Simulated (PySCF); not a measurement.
CH6AlNO2. Atoms are numbered in the order given.

```xyz
11

Al     0.0762     0.2635     0.4195
O      1.3570    -0.6374     1.0823
H      1.8159    -0.4735     1.9052
O     -0.5731    -0.2351    -1.0608
C     -0.3503    -1.2515    -1.9768
H     -0.0804    -0.8380    -2.9661
H      0.4618    -1.9387    -1.6733
H     -1.2623    -1.8602    -2.1187
N     -0.6237     1.6925     1.1795
H     -0.3423     2.1062     2.0590
H     -1.3869     2.2202     0.7727
```
Charge 0, spin multiplicity 1.

Geometry optimised at PBE0-D3(BJ)/def2-SVP. The structure was generated by enumeration; whether it is a known compound was not checked. One conformer was computed; it need not be the lowest.

Computed with KT2/pcSseg-1 (PySCF).

GIAO shieldings, no solvent; atoms listed in one row are averaged. δ = σ(ref) − σ: ¹⁷O against H2O (σ = 330.4 ppm); ¹H against TMS (σ = 31.47 ppm); ¹³C against TMS (σ = 185.1 ppm); ¹⁵N against NH3 (σ = 266.2 ppm), references at their B3LYP-D3(BJ)/def2-TZVP geometries, non-relativistic.

```csv
nucleus,atoms,count,δ (ppm)
¹⁷O,O2,1,4.8
¹⁷O,O4,1,-0.1
¹H,"H6, H7, H8",3,4.32
¹H,H3,1,1.02
¹H,H11,1,0.12
¹H,H10,1,-0.17
¹³C,C5,1,57.4
¹⁵N,N9,1,-0.5
```
